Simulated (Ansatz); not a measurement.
Species: C3H4Cl, charge 0, multiplicity 2. SMILES: [CH2]/C=C/Cl
Structure (B3LYP-D3(BJ)/def2-TZVP (Ansatz, a first-principles code) minimum search):
```
C
C 1 1.3733
H 2 1.0800 1 121.02
C 1 1.3821 2 123.85 3 180.00
H 4 1.0801 1 123.46 2 0.00
H 2 1.0824 3 117.56 1 180.00
H 1 1.0849 2 118.93 3 0.00
Cl 4 1.7190 5 114.33 1 -180.00
```
Charge 0, spin multiplicity 2.

Wanted: atomisation energy, in kcal/mol. Terms: spin-orbit terms left out; no dispersion term unless named; open shells spin-unrestricted; 6-311+G** with 5d, 6d on Na to Ar in Ansatz; atomisation electronic, to ground-state atoms; non-relativistic. First-principles rows: single points at B3LYP-D3(BJ) geometries (Ansatz).

```json
[
 {"species": "[CH2]/C=C/Cl", "coefficient": "-1", "E at B3LYP/6-311+G** (Ansatz), Eh": "-576.92409", "E at PBE/def2-TZVPD (Ansatz), Eh": "-576.57415"},
 {"species": "C atom", "coefficient": "+3", "E at B3LYP/6-311+G** (Ansatz), Eh": "-37.85727", "E at PBE/def2-TZVPD (Ansatz), Eh": "-37.79605"},
 {"species": "Cl atom", "coefficient": "+1", "E at B3LYP/6-311+G** (Ansatz), Eh": "-460.16762", "E at PBE/def2-TZVPD (Ansatz), Eh": "-459.95933"},
 {"species": "H atom", "coefficient": "+4", "E at B3LYP/6-311+G** (Ansatz), Eh": "-0.50216", "E at PBE/def2-TZVPD (Ansatz), Eh": "-0.49962"}
]
```

 1 Eh = 627.5095 kcal/mol.

Q: Work the quantity out at each level.

A: 
- B3LYP/6-311+G**: the sum of coefficient times E is 1.17602 Eh, or 737.96 kcal/mol. Result: 738.0 kcal/mol.
- PBE/def2-TZVPD: the sum of coefficient times E is 1.22819 Eh, or 770.70 kcal/mol. Result: 770.7 kcal/mol.
